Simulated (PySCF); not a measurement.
A structure optimised at B3LYP-D3(BJ)/def2-SVP, used in a PySCF frequency run:

```
Si
F 1 1.5940
F 1 1.5942 2 110.25
F 1 1.5942 2 110.25 3 118.28
O 1 1.6698 2 105.58 3 -120.86
```
Charge 0, spin multiplicity 2.

Question: Write its SMILES, formula and point group.

Answer: [O][Si](F)(F)F, F3OSi, Cs

Question: What are its rotational constants (standard atomic weights)?

Answer: 4.1652, 3.9902, 3.8702 GHz
